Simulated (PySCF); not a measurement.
**Static response to an electric field**

SiFMe3, C3H9FSi.
Geometry (PBE0-D3(BJ)/def2-SVP, Å), atoms numbered from 1 in this order:
```
atom  x, y, z in Å
Si1    0.0060   -0.0055    0.4236
F2     0.0298   -0.0057    2.0649
C3     1.7834   -0.0140   -0.1475
H4     2.3289    0.8501    0.2634
H5     1.8437    0.0390   -1.2464
H6     2.3011   -0.9297    0.1771
C7    -0.8849    1.5481   -0.1023
H8    -1.9215    1.5503    0.2690
H9    -0.9168    1.6385   -1.1997
H10   -0.3809    2.4424    0.2963
C11   -0.9066   -1.5456   -0.1053
H12   -1.9419   -1.5354    0.2698
H13   -0.4141   -2.4503    0.2838
H14   -0.9455   -1.6261   -1.2034
```

Level: CAM-B3LYP/def2-SVPD (PySCF), static field, nuclei fixed, core orbitals frozen in the response. The polarisability tensor in these axes (au):

```
x   65.37  0.03 -0.16
y    0.03 65.38  0.02
z   -0.16  0.02 56.18
```

Question: What are the eigenvalues, a third of the trace, and Δα (Δα² = ½Σ(αi − αj)² over the three pairs)?

Answer: Principal values 56.18, 65.35 and 65.40 au; mean 62.31 au = 9.23 Å³ = 10.27 × 10⁻⁴⁰ C²·m²/J; Δα = 9.20 au (15 % of the mean).

Question: What is the dipole moment, and where does it point?

Answer: (-0.03, 0.00, -2.08) D, 2.08 D in size, pointing from the negative to the positive side. Measured along this direction, the outermost atoms are F2 at the negative end and H5, H14 and H9 at the positive end.

Question: What are the principal values of the traceless quadrupole moment, Θ = ½Σq(3rr − r²1), about the centre of nuclear charge?

Answer: -4.33, 2.15, 2.18 D·Å. The values depend on the origin, since the dipole doesn't vanish. The electronic extent ⟨r²⟩ about the same centre is 598 bohr², a root-mean-square distance of 1.83 Å for the 50 electrons.

Question: Form Σ f/ω² (atomic units) for the 10 lowest TDDFT singlets, given as eV and f, and set it beside the mean polarisability, which is this sum over all singlets: 8.21, 0.0894; 8.21, 0.0891; 8.97, 0.0179; 8.97, 0.0176; 9.27, 0.0160; 9.43, 0.0195; 9.44, 0.0178; 9.46, 0.0003; 9.88, 0.0078; 9.89, 0.0038.

Answer: They add up to 2.83 au, 4.5 % of the 62.31 au; the largest single term is 0.98 au, from the state at 8.21 eV. Terms in order: 0.98, 0.98, 0.16, 0.16, 0.14, 0.16, 0.15, 0.00, 0.06, 0.03 au. Higher excitations give the rest. The strengths listed sum to 0.279.

Question: Orientational against electronic polarisability at 500 K (dilute gas, rigid molecules)?

Answer: In Gaussian units μ²/3kT = 20.95 Å³ against 9.23 Å³, a ratio of 2.27; the Debye molar polarisation (4π/3)N_A(α + μ²/3kT) is 76.1 cm³/mol, leaving out the vibrational part.

Question: What would n − 1 = 2πNα be for an ideal gas of these molecules at 298.15 K and 1 atm, electronic part alone?

Answer: N = p/kT = 2.4615 × 10¹⁹ cm⁻³, so n − 1 = 2π × N × 9.23 × 10⁻²⁴ cm³ = 1428 × 10⁻⁶ at long wavelengths.

Isolated species at its PBE0-D3(BJ)/def2-SVP geometry, gas phase.
